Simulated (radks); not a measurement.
Values are calculated unless marked as measured or tabulated.
Task: The praseodymium ion Pr5+ is in [Xe]. Level of theory: Dirac Kohn-Sham, PBE, spin-unpolarised, spherical densities, finite nucleus; Fermi nuclear charge, rms radius of each element as measured or else 0.836 A^(1/3) + 0.57 fm (a radial shooting solver on a logarithmic mesh with Libxc functionals). Sub-shells are occupied by j as written (lower j first in brackets). One electron is removed from 5s1/2, 4d5/2, 5p3/2, 5p1/2 in turn, with full relaxation. Which removal costs least, and what does each cost?

Result: 5p3/2 82.547 eV; 5p1/2 86.664 eV; 5s1/2 105.14 eV; 4d5/2 194.56 eV. The 5p3/2 electron leaves first.
